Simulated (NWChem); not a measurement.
A series in which one site is exchanged, each optimised at PBE0/def2-SVP with NWChem, gas phase unless a solvent is named. This build's default masses of Se (78.918 u) and Br (79.917 u) are each other's, which moves their modes by up to 0.6 %. Some are not confirmed as minima by frequencies. def2 effective core potentials on Y, Sb, La; no spin-orbit coupling.

A: [F][Sb]([F])[Br] (SbBrF2; site = Sb)
B: FB(F)Br (BBrF₂; site = B)
C: [Br][Y]([F])[F] (YBrF2; site = Y)
D: [F][La]([F])[Br] (LaBrF$_{2}$; site = La)

Question: Rank them by orbital gap (eV), PBE0/def2-SVP, lowest first.

Answer: D (5.47), C (5.68), A (6.86), B (8.73)
